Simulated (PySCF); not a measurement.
C₃H₆BrF, SMILES CC[C@H](F)Br.

Coordinates come from a B3LYP-D3(BJ)/def2-SVP optimisation. The structure was generated by enumeration; whether it is a known compound was not checked. One conformer was computed; it need not be the lowest.

Calculation: TDA-PBE0/def2-SVPD run with PySCF.

Vertical excitations. Gas-phase values at a fixed geometry.

| state | energy (eV) | λ (nm) | f | main pairs |
|---|---|---|---|---|
| S1 | 6.07 | 204 | 0.001 | HOMO→LUMO 98 % |
| S2 | 6.29 | 197 | 0.001 | HOMO−1→LUMO 98 % |
| S3 | 7.61 | 163 | 0.051 | HOMO→LUMO+1 95 % |
| S4 | 7.80 | 159 | 0.054 | HOMO−1→LUMO+1 95 % |
| S5 | 8.23 | 151 | 0.171 | HOMO−2→LUMO 49 %, HOMO→LUMO+2 34 % |
| S6 | 8.27 | 150 | 0.011 | HOMO−4→LUMO 46 %, HOMO−3→LUMO 46 % |
| S7 | 8.37 | 148 | 0.057 | HOMO→LUMO+2 52 %, HOMO−2→LUMO 19 %, HOMO→LUMO+3 13 % |
| S8 | 8.49 | 146 | 0.024 | HOMO−1→LUMO+2 51 %, HOMO→LUMO+3 37 % |
| S9 | 8.51 | 146 | 0.027 | HOMO→LUMO+3 36 %, HOMO−1→LUMO+2 23 %, HOMO→LUMO+4 12 %, HOMO−1→LUMO+3 6 % |
| S10 | 8.59 | 144 | 0.014 | HOMO−3→LUMO 48 %, HOMO−4→LUMO 44 % |
| T1 | 5.37 | 231 | 0 | HOMO→LUMO 97 % |
| T2 | 5.53 | 224 | 0 | HOMO−1→LUMO 97 % |
| T3 | 6.69 | 185 | 0 | HOMO−2→LUMO 84 % |
| T4 | 7.44 | 167 | 0 | HOMO→LUMO+1 89 % |
Triplets are in the Tamm–Dancoff approximation.
